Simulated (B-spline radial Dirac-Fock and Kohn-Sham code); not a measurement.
Dipole and non-dipole photoemission parameters of Ba 3s

System: atomic barium in the configuration [Xe] 6s2; threshold 1293.0 eV (tabulated edge). Level of theory: Dirac-Hartree-Slater photoionisation with a Latter tail; cross sections with all multipoles, angular parameters from the dipole term and its interference with E2; a B-spline atomic structure program.

```tsv
hν (eV)	σ (kb)	β	γ
1720	43.7	1.978	0.590
1860	39.0	1.979	0.494
2040	33.9	1.980	0.391
2984.4	?	?	?
3030	17.8	1.984	0.056
4100	10.4	1.986	-0.087
5950	5.20	1.987	-0.107
6000	5.11	1.987	-0.105
7100	3.66	1.987	-0.047
8380	2.62	1.987	0.048
9251.7	2.15	1.988	0.122
```

Question: Give the values at Ag Lα (2984.4 eV).

Answer: σ = 18.3 kb, β = 1.984, γ = 0.065. For an s subshell δ is negligible.

Values without a named source are computed, but for edge energies of neutral atoms, which are taken from tables.
